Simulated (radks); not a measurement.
The numbers below are computed, except where a source is named.
Li III, 1 electrons, occupied as 1s1. Level of theory: non-relativistic Kohn-Sham, PBEsol, spin-unpolarised, spherical densities, point nucleus; without spin polarisation the odd electron is poorly described; hard spherical wall at 5 bohr (a radial shooting solver on a logarithmic mesh with Libxc functionals).

Normalised radial functions P(r) = r R(r), r in bohr:

r             2s      2p
0.04529   0.1315  0.0047
0.05445   0.1536  0.0066
0.06544   0.1784  0.0094
0.07804   0.2044  0.0132
0.0938    0.2336  0.0186
0.1119    0.2627  0.0257
0.1344    0.2931  0.0360
0.1616    0.3215  0.0499
0.1927    0.3442  0.0678
0.2316    0.3598  0.0926
0.2762    0.3626  0.1235
0.332     0.3478  0.1648
0.3991    0.3091  0.2166
0.4759    0.2450  0.2768
0.572     0.1460  0.3503
0.6821    0.0206  0.4289
0.8199   -0.1380  0.5154
0.9855   -0.3131  0.5987
1.175    -0.4782  0.6655
1.413    -0.6230  0.7081
1.684    -0.7093  0.7099
2.025    -0.7241  0.6626
2.434    -0.6565  0.5664
2.902    -0.5280  0.4399
3.488    -0.3550  0.2901
4.16     -0.1807  0.1468
5        0.0000  0.0000

2s (empty): eigenvalue -18.149 eV, 1 radial node at r = 0.700 bohr, <r> = 2.14 bohr, 90 % of the charge inside 3.22 bohr. 2p (empty): eigenvalue -16.827 eV, 0 radial nodes, <r> = 1.89 bohr, 90 % of the charge inside 2.99 bohr.
